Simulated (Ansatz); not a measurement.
Breaking a bond: SMILES [Li][CH3]. The C1–Li5 bond (C1 also carries H, H, H; Li5 carries nothing else) is varied alone, starting from the PBE0/def2-TZVP optimised geometry.

Computed with: RKS-PBE = restricted PBE/cc-pVTZ run with Ansatz (a quantum-chemistry and plane-wave program); RKS-B3LYP = restricted B3LYP/cc-pVTZ run with Ansatz; UKS-B3LYP = unrestricted B3LYP/cc-pVTZ in Ansatz; UKS-PBE = unrestricted PBE/cc-pVTZ run with Ansatz; UCCSD(T) = Ansatz with CCSD(T) on UHF/cc-pVTZ, frozen core.

Cost and agreement with UCCSD(T) over the 22 points of the scan, with UCCSD(T) as yardstick. Costs are rough ratios of core time within Ansatz on shared cores, each with its mean field (Kohn-Sham runs search longer for lower solutions than correlated ones do); the miss is the largest difference from UCCSD(T) of the curve after the mean shift, in kJ/mol.

```tsv
level	relative cost	largest difference
RKS-PBE	1	56.9
RKS-B3LYP	1	83.5
UKS-B3LYP	2	11.6
UKS-PBE	2	16.0
```

Costs within a factor of two of each other count as equal.

The restricted form behind RKS-PBE, RKS-B3LYP keeps the bonding electrons paired and can't separate into open-shell fragments. The unrestricted determinant behind UKS-B3LYP is spin-contaminated at 3.29 to 6.90 Å (<S²> up to 1.0, against 0.00 for a pure singlet). The unrestricted determinant behind UKS-PBE is spin-contaminated at 3.29 to 6.90 Å (<S²> up to 0.9, against 0.00 for a pure singlet). The unrestricted determinant behind UCCSD(T) is spin-contaminated at 2.65 to 6.90 Å (<S²> up to 1.0, against 0.00 for a pure singlet).
